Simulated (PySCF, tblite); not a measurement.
Species: C₄H₁₁NSi₄.
Structure used (GFN2-xTB), in Å, numbered top down from 1:
```
atom  x, y, z in Å
N1    -0.5657    3.1675    1.0332
C2    -0.4797    2.1000    0.6247
Si3   -0.3672    0.3738   -0.1080
Si4   -1.3283    0.3346   -2.2193
C5     1.4691    0.0897   -0.1174
C6     2.6638   -0.1114   -0.1553
Si7    4.4912   -0.4034   -0.1976
C8    -1.1453   -0.7894    1.1948
Si9   -2.9828   -0.4852    1.5879
H10   -0.5652    1.1570   -3.1598
H11   -2.7066    0.8303   -2.2014
H12   -1.3549   -1.0344   -2.7449
H13    5.0868    0.5897   -1.0945
H14    5.0116   -0.2676    1.1645
H15    4.7129   -1.7617   -0.7040
H16   -0.5743   -0.7177    2.1219
H17   -1.0243   -1.8169    0.8472
H18   -3.1607    0.8852    2.0646
H19   -3.7641   -0.6927    0.3633
H20   -3.4216   -1.4369    2.6122
```

Jobs on this species (20 atoms, 98 electrons) with PySCF (density fitting) and tblite. Hardware of each: Arm Neoverse N1, one thread, shared host. Times come from a shared host and carry two figures at best.

| level and settings | work | basis functions | SCF cycles | wall time |
| --- | --- | --- | --- | --- |
| GFN2-xTB | Hessian by finite differences | – | – | ? |
| GFN2-xTB | L-BFGS relaxation | – | – | 1.9 s |
| PBE0/pcSseg-1 | shieldings, charges and field gradients | 236 | 15 | 1.7 min |

Task: Fill in the missing figures.

Result: 
- GFN2-xTB; Hessian by finite differences: 2.3 s

Task: What do all jobs in the table cost together?

Result: About 1.8 min; the longest takes about 96 % of that, and about 54 times as long as the shortest.
